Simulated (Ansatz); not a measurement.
`C[N](C)[Y]([OH])[OH]` + `CBO` → `[OH][Y]([OH])[OH]` + `CBN(C)C`  (redistribution)

Calculated with Ansatz (gas phase, PBE0-D4/def2-TZVP geometries, no zero-point term in ΔE). CCSD(T)/CBS adds triple-zeta CCSD(T) − MP2 to the extrapolated MP2 energy (def2 sets, frozen cores). Functionals use def2-TZVPP. B3LYP here is the variant with VWN-RPA as its local correlation; programs differ in this. HSE06 is defined as in plane-wave codes. def2 core potentials past Kr. For Y outer-core shells are correlated without core-valence functions, which leaves a few kJ/mol of doubt a bond. One conformer a species, not always the lowest.

`C[N](C)[Y]([OH])[OH]`:

Cartesian coordinates in Å:
```
C 1.646 -0.282 -0.669
N 0.235 -0.301 -0.372
C -0.457 -1.241 -1.218
Y -0.712 0.911 1.130
O 0.520 2.152 2.170
O -2.722 0.669 1.324
H 1.848 0.006 -1.714
H 2.117 -1.267 -0.518
H 2.172 0.433 -0.026
H -1.529 -1.256 -0.992
H -0.081 -2.270 -1.092
H -0.350 -0.997 -2.287
H 0.964 2.777 2.734
H -3.651 0.666 1.529
```

`CBO`:

```xyz
8

C     0.155    0.537    0.837
B    -0.070   -0.102   -0.567
O    -0.255   -1.442   -0.667
H     0.142   -0.190    1.651
H    -0.610    1.298    1.032
H     1.110    1.074    0.858
H    -0.087    0.563   -1.574
H    -0.385   -1.738   -1.571
```

`[OH][Y]([OH])[OH]`:

Cartesian coordinates in Å:
```
O 1.264 0.595 1.470
Y 0.000 0.000 0.000
O -1.499 1.224 -0.606
O 0.235 -1.820 -0.864
H 1.858 0.874 2.160
H -2.201 1.801 -0.890
H 0.344 -2.674 -1.270
```

`CBN(C)C`:

Z-matrix (Å, degrees):
```
C
B 1 1.570
H 1 1.092 2 116.7
H 1 1.096 2 109.5 3 122.6
H 1 1.096 2 109.5 3 -122.6
N 2 1.395 1 125.7 3 0.3
H 2 1.204 1 118.8 3 -179.8
C 6 1.444 2 125.5 1 0.0
C 6 1.445 2 122.2 1 -180.0
H 8 1.087 6 110.9 2 0.0
H 8 1.097 6 110.8 2 120.4
H 8 1.097 6 110.8 2 -120.4
H 9 1.089 6 109.8 2 -0.0
H 9 1.097 6 111.0 2 120.3
H 9 1.097 6 111.0 2 -120.3
```

**Question.** Is it downhill or uphill in electronic energy at CCSD(T)/CBS, and by how much? (An estimate is asked.)

**Answer.** Ansatz gave: Downhill: ΔE = -0.89 eV.

**Question.** What do these levels give: BLYP-D4, BHLYP-D4, ωB97X-V, BLYP, B3LYP, HSE06? (Best estimate.)

**Answer.** The calculation gave: BLYP-D4 -0.85, BHLYP-D4 -0.88, ωB97X-V -0.87, BLYP -0.80, B3LYP -0.84, HSE06 -0.82 eV.

Largest T1 diagnostic among the species: 0.014.

From PBE to PBE0 (25 % exact exchange), in def2-TZVPP and without D4, ΔE moves by −0.03 eV. At CCSD(T), def2-SVP lies +0.11 eV from the extrapolated value and def2-TZVPP +0.06 eV. Leaving LDA and LC-ωPBE aside and taking each functional with its dispersion term where it has one, the values, not all of them listed here, spread over 0.12 eV, from CAM-B3LYP-D4 to B97M-V. LDA lies −0.09 eV from PBE without D4.
